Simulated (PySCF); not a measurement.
# Bond length, frequency and bond energy of SbSe by level of theory

State: ²Π (doublet), unpaired electrons π ↑. Set-up: Sb def2-TZVPP with ECP28, Se def2-TZVPP; scalar-relativistic core potentials (PySCF 2.14). De refers to Sb + Se in their high-spin ground configurations, without counterpoise correction. The functionals are run spin-unrestricted. A positive dipole means Sb(−)Se(+). Levels whose curve was spin-contaminated or gave no clean fit are not listed.

```csv
Level,Re (Å),ωe (cm⁻¹),De (eV),μ (D)
PBE,2.363,320,3.58,-1.80
PW91,2.362,320,3.62,-1.79
TPSS,2.354,325,3.44,-1.84
r²SCAN,2.340,336,3.24,-1.91
PBE0,2.330,343,3.15,-1.99
ωB97M-V,2.312,358,2.98,-2.16
```

Question: What does a quarter of exact exchange do here, going from PBE to PBE0?

Answer: PBE0 less PBE: -3.3 pm in Re, +7.2 % in ωe, -0.43 eV in De. Exact exchange removes part of the self-interaction that spreads semilocal densities, and in most molecules shortens and stiffens the bond and lowers De; so it does here.

Question: What does the step from GGA to meta-GGA do here, going from PBE to r²SCAN?

Answer: r²SCAN less PBE: -2.3 pm in Re, +5.0 % in ωe, -0.34 eV in De. 

These are scalar-relativistic numbers at best; spin–orbit coupling would shift them, the dissociation energy most. The state was picked by a PBE0 search and need not be the measured ground state.

The whole job (state search and all levels along the bond) took about 19 min on 2 threads of Intel Xeon Platinum 8375C @ 2.90GHz (shared host), peak memory 3.4 GiB.
